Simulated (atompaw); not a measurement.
**Building the PAW (atompaw) potential for Ag (PBEsol, scalar-relativistic).**

silver (Ag), PAW, made with atompaw 4.2.0.5 (PBEsol, scalar-relativistic). Core [Ar] 3d10, reference 4s2 4p6 4d10 5s1 5p0. Waves: 4s (bound): rc 1.30 bohr; 5s (bound): rc 1.75 bohr; 4p (bound): rc 1.20 bohr; 5p (bound, empty): rc 1.75 bohr; 4d (bound): rc 1.75 bohr; 4d channel at 4.65 Ry: rc 1.75 bohr; 4f channel at 0.3 Ry: rc 1.55 bohr. Local part: bessel scheme, radius 1.30 bohr. Core correction: smooth core density matched at 1.45 bohr. Augmentation charge: sinc compensation charge, radius 1.60 bohr; PAW radius 1.75 bohr; waves and projectors: custom rrkj vanderbiltortho.

All-electron outer shells of the reference configuration (PBEsol, scalar-relativistic, ld1.x):

```tsv
shell	level (eV)	outermost node (bohr)	outermost maximum (bohr)
3p	-557.22	0.15	0.32
3d	-358.49	–	0.27
4s	-94.97	0.44	0.82
4p	-58.51	0.44	0.87
4d	-7.45	0.43	1.04
5s	-4.42	1.11	2.49
5p	-0.67	1.25	3.76
```

**Question.** Does this generation succeed?

**Answer.** No. atompaw 4.2.0.5 stopped with "atompaw: The overlap operator has at least one negative eigenvalue!": the overlap operator built from these waves and projectors is not positive definite.
